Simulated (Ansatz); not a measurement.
Harmonic frequencies (cm⁻¹) at PBE0-D4/def2-TZVP from Ansatz: 128, 364, 404, 461, 579, 587, 612, 814, 889, 1002, 1148, 1211, 1336, 1438, 1649, 3560, 3649, 3817.

Each molecule was computed in one conformer, which needn't be the lowest.

Which molecule is it?
A. `CB1C=C1`
B. `NC(O)(F)F`
C. `C#CBO`
D. `OP1[SiH2][Se]1`

B.
